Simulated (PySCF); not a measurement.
CHCl2, SMILES Cl[CH]Cl, multiplicity 2.

The structure is a stationary point at PBE0-D3(BJ)/def2-TZVP. The isomer is the one that the SMILES or the coordinates give; other isomers of the formula were not compared.

Calculation: PBE0/def2-TZVPD (PySCF).

Isolated molecule, no solvent.

```
Quantity                                                                                                        Result
---------------------------------------------------------------------------------------------  -----------------------
total energy                                                                                        -958.74090 hartree
point group                                                                                                         Cs
α spin, highest occupied and lowest empty level                                                     -6.33 and -0.28 eV
β spin, highest occupied and lowest empty level                                                     -9.32 and -2.14 eV
dipole moment                                                                                                   0.91 D
quadrupole, principal values (traceless, Buckingham form, about the centre of nuclear charge)   -1.88, -0.52, 2.40 D·Å
mean static polarisability                                                                        42.1 bohr³ (6.25 Å³)
polarisability, principal values                                                                32.2, 37.8, 56.5 bohr³
⟨S²⟩                                                                                           0.756 (pure state 0.75)
```
